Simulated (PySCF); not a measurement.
SMILES B1NBNBN1 (H6B3N3) (GFN2-xTB optimised geometry):

```
12

B     -0.858    -1.261     0.000
N     -1.499     0.002     0.000
B     -0.791     1.230     0.000
N      0.624     1.153     0.000
B      1.333    -0.074     0.000
N      0.559    -1.261     0.000
H     -1.473    -2.263     0.000
H     -2.507     0.030     0.000
H     -1.351     2.263     0.000
H      1.152     2.013     0.000
H      2.507    -0.106     0.000
H      1.039    -2.148     0.000
```

Calculation: PBE/def2-TZVP (PySCF 2.14.0).

Q: What are the frontier orbital energies and the dipole moment?

A: HOMO-2 -7.73 eV, HOMO-1 -6.90 eV, HOMO -6.90 eV, LUMO -0.57 eV, LUMO+1 -0.57 eV; dipole moment 0.00 D.

On the same geometry PBE0/def2-TZVP (PySCF) gives HOMO-2 -9.19 eV, HOMO-1 -8.15 eV, HOMO -8.15 eV, LUMO 0.41 eV, LUMO+1 0.41 eV; dipole moment 0.00 D.

Meta-Löwdin charges at PBE/def2-TZVP: B1 0.06, N2 -0.31, B3 0.06, N4 -0.31, B5 0.06, N6 -0.31, H7 0.00, H8 0.25, H9 0.00, H10 0.25, H11 0.00, H12 0.25.
